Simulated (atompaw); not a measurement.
**Before and after: PAW (atompaw) potential for thallium**

thallium (Tl), PAW, made with atompaw 4.2.0.5 (PBE, scalar-relativistic). Core [Kr] 4d10 4f14, reference 5s2 5p6 5d10 6s1 6p2. Waves: 5s (bound): rc 1.10 bohr; 6s (bound): rc 1.40 bohr; 5p (bound): rc 1.85 bohr; 6p (bound): rc 2.15 bohr; 5d (bound): rc 2.15 bohr; 5d channel at 2.65 Ry: rc 2.15 bohr. Local part: troulliermartins scheme with l = 3 at 0.5 Ry, radius 1.50 bohr. Core correction: smooth core density matched at 1.15 bohr. Augmentation charge: sinc compensation charge, radius 1.80 bohr; PAW radius 2.15 bohr; waves and projectors: modrrkj vanderbiltortho.

All-electron outer shells of the reference configuration (PBE, scalar-relativistic, ld1.x):

| shell | level (eV) | outermost node (bohr) | outermost maximum (bohr) |
| --- | --- | --- | --- |
| 4d | -376.96 | 0.19 | 0.39 |
| 5s | -132.95 | 0.46 | 0.80 |
| 4f | -115.97 | – | 0.36 |
| 5p | -78.05 | 0.50 | 0.91 |
| 5d | -17.32 | 0.53 | 1.11 |
| 6s | -10.79 | 1.04 | 2.05 |
| 6p | -3.17 | 1.22 | 2.84 |

Change: waves 5s (bound); 6s (bound); 5p (bound); 6p (bound); 5d (bound); 5d channel at 2.65 Ry; augmentation sinc compensation charge, radius 1.80 bohr; PAW radius 2.15 bohr; waves and projectors: bloechl.

Cutoffs: the cutoffs (Ry, on a coarse ladder) from which the occupation-weighted sum of valence levels, in a spherical-Bessel basis at the reference potential, stays within 10 and 1 mRy of its value at 400 Ry; they do not see the model core or the augmentation charge, which bear on the density cutoff.

Task: What does the change do?

Result: The potential gets harder (40 Ry and 80 Ry → 120 Ry and 160 Ry); the range in which the s phases agree narrows (upper end at the end of the scan → 2.2); the range in which the p phases agree widens (upper end 0.1 → at the end of the scan); neither file shows a bound ghost.

```tsv
quantity	base	changed
cutoff, loose	40 Ry	120 Ry
cutoff, tight	80 Ry	160 Ry
loose cutoff by channel (10 mRy a level)	s 25 Ry, p 21 Ry, d 18 Ry	s 90 Ry, p 70 Ry, d 70 Ry
bound ghosts	none	none
s: phases at 2.16 bohr within 0.05 rad from the reference energy up to (Ry; the scan ends near 5)	to the end of the scan	2.2
p: phases at 2.16 bohr within 0.05 rad from the reference energy up to (Ry; the scan ends near 5)	0.1	to the end of the scan
d: phases at 2.16 bohr within 0.05 rad from the reference energy up to (Ry; the scan ends near 5)	1.7	to the end of the scan
lowest overlap eigenvalue by channel	s 0.35, p 1.00, d 1.00	s 0.15, p 0.39, d 0.66
```

 The cutoffs see the waves, projectors and local potential, not the compensation charge or the core.
